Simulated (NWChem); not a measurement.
Molecule: SiH₂Cl₂; SMILES [SiH2](Cl)Cl

All runs: NWChem. Pople sets run with spherical d functions. Medium grid unless said otherwise, to which SCAN and Minnesota functionals are sensitive. The geometry was optimised at PBE0/def2-SVP. Computed dipoles belong to the equilibrium geometry; the measured one is vibrationally averaged.

Measured dipole moment: 1.13 D (NIST CCCBDB, as tabulated in the package chemicals).

```tsv
level	dipole moment (D)	computed − measured
B3LYP/6-31G*	1.62	+0.49
PBE/6-31G*	1.52	+0.39
M05-2X/6-31G*	1.80	+0.67
OLYP/6-31G*	1.54	+0.41
BHandHLYP/6-31G*	1.77	+0.64
B97-2/6-31G*	1.67	+0.54
MN15-L/6-31G*	1.53	+0.40
B3PW91/6-31G*	1.65	+0.52
```
